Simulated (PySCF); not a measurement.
Geometry:
```tsv
atom	x (Å)	y (Å)	z (Å)
C1	2.499	0.822	-0.050
C2	1.211	0.151	0.029
C3	0.135	-0.402	0.096
C4	-1.170	-1.033	0.181
B5	-2.405	-0.084	0.396
Cl6	-4.012	-0.788	0.422
Cl7	-2.246	1.636	0.621
H8	3.330	0.113	0.088
H9	2.633	1.309	-1.028
H10	2.588	1.599	0.725
H11	-1.380	-1.641	-0.720
H12	-1.201	-1.768	1.010
```

Geometry: PBE0-D3(BJ)/def2-SVP; GIAO absolute shieldings from PySCF 2.14, gas phase, non-relativistic, averaged over equivalent atoms.

At PBE0/6-31G (81 basis functions, 8 s wall time on 1 thread of an Arm Neoverse V1, shared host):
| atoms | σ (ppm) |
| --- | --- |
| C2 | 122.4 |
| C3 | 128.2 |
| C4 | 176.6 |
| C1 | 193.3 |
| B5 | 48.0 |
| Cl6/Cl7 | 681.8 |
| H11/H12 | 30.35 |
| H8/H9/H10 | 30.77 |

Problem. Estimate the result of repeating the calculation with B97-2/pcSseg-1.

Solution. 
```
    atoms  σ at B97-2/pcSseg-1  change
       C2                102.7   -19.7
       C3                108.5   -19.7
       C4                162.7   -13.9
       C1                178.3   -15.0
       B5                 39.1    -8.9
  Cl6/Cl7                677.3    -4.5
  H11/H12                28.98   -1.37
H8/H9/H10                29.48   -1.29
```

The largest change is at C2 (alkyne carbon). Cost: 158 basis functions, 15 s wall time on 1 thread of an Arm Neoverse V1, shared host. The order of the carbon signals is the same at both levels.

A carbon bonded to boron is broadened by the quadrupolar boron nucleus and is often missing from a measured spectrum.
